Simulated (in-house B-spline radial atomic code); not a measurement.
How numerical settings move a run on the tungsten ion W⁷⁺, [Xe] 4f13. Computed with a B-spline radial code for spherical atoms: Dirac-Hartree-Fock, average of configuration, Fermi nucleus of rms radius 5.3658 fm.

Command:
```bash
python run_scf.py task.json out
```
Settings of the sound reference run:
```
Z                74
electrons        67
configuration    [Xe] 4f13
hamiltonian      dirac
method           hf
spin_polarised   False
nucleus          fermi
rms_radius       5.3658
mass_number      184
atomic_mass      183.9509
speed_of_light   137.036
knot_spacing     0.22
spline_order     8
gauss_points     12
box_radius       7.79
max_iterations   70
damping          0.5
damped_steps     3
diis_vectors     10
tolerance        1e-08
start            Thomas-Fermi
```

Cost of the run: 2.1 s on 1 thread of Arm Neoverse N1, with other jobs on the host.

It converges in 10 iterations to -16144.642675 hartree, with 5p3/2 at -142.182 eV. The other runs change the listed settings, some to values that make no sense; their results aren't properties of the atom or ion. Radii are in bohr (the nuclear one in fm), a minus after a letter asks for a j subshell, and «unchanged» means within 1e-8 hartree. The run stops when the residual is below 10 × tolerance × max(1, Z/10), or a noise floor if that is larger, and the energy moves by less than 1e-8 × √|E| hartree; so very loose and very tight tolerances often act alike.

| changed settings | outcome |
| --- | --- |
| method = tpss,tpss | stopped with error: meta-GGAs are not served with the Dirac Hamiltonian |
| electrons = 75, configuration = [Xe] 4f13 7s2 7p6, max_iterations = 50 | converged in 11 iterations to -16149.2768 hartree, a different physical problem (warning: 7p1/2 has a positive eigenvalue: unbound, held by the box) |
| gauss_points = 5, max_iterations = 8, damped_steps = 0, tolerance = 0.0001 | converged in 8 iterations, energy -3.09e-07 hartree from the reference, 5p3/2 level -5.3e-06 eV |
| damping = 0.8 | converged in 10 iterations, energy unchanged, 5p3/2 level -3.1e-06 eV |
| knot_spacing = 2, gauss_points = 5, max_iterations = 75, diis_vectors = 1, tolerance = 0.0001 | converged in 14 iterations, energy +1.46e+03 hartree from the reference, 5p3/2 level +1.2e+01 eV (the program warns: 5p3/2 reaches the box edge; 1s1/2 reaches the box edge) |
| damping = 0.95 | converged in 11 iterations, energy unchanged, 5p3/2 level -1.1e-06 eV |
| electrons = 68, configuration = [Xe] 4f13 1f1, max_iterations = 75 | stopped with error: there is no 1f shell |
| start = bare nucleus | converged in 11 iterations, energy unchanged, 5p3/2 level +1.8e-06 eV |
| damping = 0.2 | converged in 10 iterations, energy unchanged, 5p3/2 level +2.3e-06 eV |
| knot_spacing = 1.4, spline_order = 7, first_knot = 1.35e-06, max_iterations = 100 | converged in 10 iterations, energy +1.07e+03 hartree from the reference, 5p3/2 level +1.8e+01 eV (the program warns: 5p3/2 reaches the box edge; 1s1/2 reaches the box edge) |
| spline_order = 5, max_iterations = 50, damping = 0.95 | converged in 11 iterations, energy +4.38e-04 hartree from the reference, 5p3/2 level +4.9e-05 eV |

(1) What happens with damping = 0?

(2) What happens with gauss_points = 3?

(3) What happens with gauss_points = 16?

(4) What happens with spline_order = 10, max_iterations = 8?

Answers

(1) Converged in 11 iterations, energy unchanged, 5p3/2 level +4.5e-07 eV.

(2) Converged in 10 iterations, energy +2.58e-03 hartree from the reference, 5p3/2 level -4.5e-05 eV.

(3) Converged in 10 iterations, energy unchanged.

(4) Not converged after 8 iterations, last residual 1.6e-04, last energy +3.66e-07 hartree from the reference.
